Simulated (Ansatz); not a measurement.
Reaction (redistribution): `[NH2][Mo](=[O])(=[O])[OH]` + `CB(N)Br` → `[CH3][Mo](=[O])(=[O])[OH]` + `NB(N)Br`

Gas-phase electronic energies from Ansatz, PBE0-D4/def2-TZVP geometries. CBS: MP2 limit from def2 TZ/QZ plus the TZ coupled-cluster correction, frozen cores. Functionals use def2-TZVPP. B3LYP here is the variant with VWN-RPA as its local correlation; programs differ in this. HSE06 is defined as in plane-wave codes. def2 core potentials past Kr. For Br, Mo outer-core shells are correlated without core-valence functions, which leaves a few kJ/mol of doubt a bond. Scalar relativity is left out up to krypton. Each species was taken in one conformer, which may not be the lowest.

`[NH2][Mo](=[O])(=[O])[OH]`:

Z-matrix (Å, degrees):
```
Mo
O 1 1.679
O 1 1.680 2 111.8
N 1 1.923 2 108.2 3 -118.7
O 1 1.880 2 108.5 3 121.4
H 4 1.009 1 123.6 2 143.2
H 4 1.009 1 123.3 2 -22.5
H 5 0.960 1 122.3 2 -140.5
```

`CB(N)Br`:

```xyz
9

C     0.475    1.089   -0.185
B    -0.206   -0.310   -0.312
N    -0.410   -1.181    0.748
Br   -0.823   -0.906   -2.066
H     1.360    1.143   -0.825
H     0.778    1.324    0.839
H    -0.200    1.876   -0.532
H    -0.850   -2.079    0.647
H    -0.124   -0.957    1.686
```

`[CH3][Mo](=[O])(=[O])[OH]`:

Cartesian coordinates in Å:
```
C -0.124 -0.380 -1.294
Mo 0.461 0.291 0.608
O 1.402 1.652 0.338
O 1.405 -0.933 1.255
O -1.074 0.672 1.601
H 0.757 -0.583 -1.907
H -0.710 -1.296 -1.190
H -0.726 0.396 -1.773
H -1.392 0.181 2.362
```

`NB(N)Br`:

Cartesian coordinates in Å:
```
N -0.795 -0.371 -0.926
B -0.158 0.301 0.126
N 1.042 -0.100 0.729
Br -1.010 1.924 0.807
H -1.655 -0.042 -1.323
H -0.438 -1.211 -1.343
H 1.459 0.417 1.480
H 1.555 -0.918 0.451
```

```csv
level,ΔE (kJ/mol),difference from CCSD(T)/CBS
LDA (SPW92),-4.8,5.8
PBE-D4,-2.3,8.3
revPBE-D4,-0.9,9.7
BLYP-D4,-2.0,8.6
r2SCAN-D4,-4.1,6.5
PBE0-D4,-7.2,3.4
B3LYP-D4,-6.4,4.2
r2SCANh-D4,-6.1,4.5
r2SCAN0-D4,-8.9,1.7
HSE06-D4,-7.3,3.3
BHLYP-D4,-11.9,-1.3
CAM-B3LYP-D4,-8.3,2.3
ωB97X-V,-7.2,3.4
ωB97M-V,-10.1,0.5
B2PLYP,-6.5,4.1
PBE-QIDH,-9.1,1.5
revPBE,-2.0,8.6
BLYP,-2.9,7.7
r2SCAN,-4.2,6.4
PBE0,-7.6,3.0
B3LYP,-7.0,3.6
r2SCANh,-6.2,4.4
r2SCAN0,-9.0,1.6
HSE06,-7.6,3.0
BHLYP,-12.2,-1.6
CAM-B3LYP,-8.6,2.0
LC-ωPBE,-8.8,1.8
RPA@PBE/def2-TZVPP,-6.2,4.4
HF/def2-SVP,-17.4,-6.8
CCSD/def2-SVP,-11.4,-0.8
CCSD(T)/def2-SVP,-7.3,3.3
HF/def2-TZVPP,-18.0,-7.4
MP2/def2-TZVPP,-6.5,4.1
CCSD(T)/def2-TZVPP,-9.2,1.4
HF/def2-QZVPP,-18.4,-7.8
MP2/def2-QZVPP,-7.5,3.1
SCS-MP2/def2-QZVPP,-8.9,1.7
HF/CBS(def2),-18.4,-7.8
MP2/CBS(def2),-7.9,2.7
CCSD/CBS(def2),-14.0,-3.4
CCSD(T)/CBS,-10.6,0
```

Largest T1 diagnostic among the species: 0.025, so the coupled-cluster value is less sure than usual.

From BLYP to BHLYP (50 % exact exchange), in def2-TZVPP and without D4, ΔE moves by −9.4 kJ/mol. In def2-TZVPP, CCSD(T) changes the Hartree–Fock value by +8.9 kJ/mol (the triples alone add +3.5 kJ/mol) and MP2 by +11.5 kJ/mol. Leaving LDA and LC-ωPBE aside and taking each functional with its dispersion term where it has one, the values spread over 11.1 kJ/mol, from BHLYP-D4 to revPBE-D4.
